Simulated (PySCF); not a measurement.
## Fe²⁺: ionisation energy

Fe²⁺ [Ar] 3d6 (5D) → Fe³⁺ [Ar] 3d5 (6S), as a difference of total energies. All numbers are calculated (PySCF 2.14, scalar relativity by spin-free X2C-1e, in ANO-RCC-VTZP (6s5p3d2f1g, 59 functions)). Correlated levels: valence: [Ar] frozen; valence and next inner shell: [Ne] frozen. The calculations carry no spin-orbit coupling.

```tsv
method	ionisation energy (eV)	plus first-order spin-orbit estimate	error of that sum (eV)
UHF	28.581	28.641	-2.010
LDA	31.668	31.728	+1.077
PBE	31.529	31.589	+0.938
PBE0	31.105	31.165	+0.514
r2SCAN	30.930	30.990	+0.339
LC-wPBE	31.450	31.509	+0.858
B97-3	31.137	31.197	+0.546
wB97X	31.051	31.111	+0.460
MP2 (valence)	30.150	30.209	-0.442
SCS-MP2 (valence)	30.317	30.377	-0.274
MP2 (valence and next inner shell)	30.541	30.601	-0.050
SCS-MP2 (valence and next inner shell)	30.497	30.557	-0.094
```

Reference: 30.651 ± 0.012 eV (measured; NIST Atomic Spectra Database, ionization energies).

A first-order spin-orbit estimate (lowest level to lowest level, LS coupling) adds 0.060 eV.

Errors of the correlated levels include the incompleteness of this basis and the frozen core.
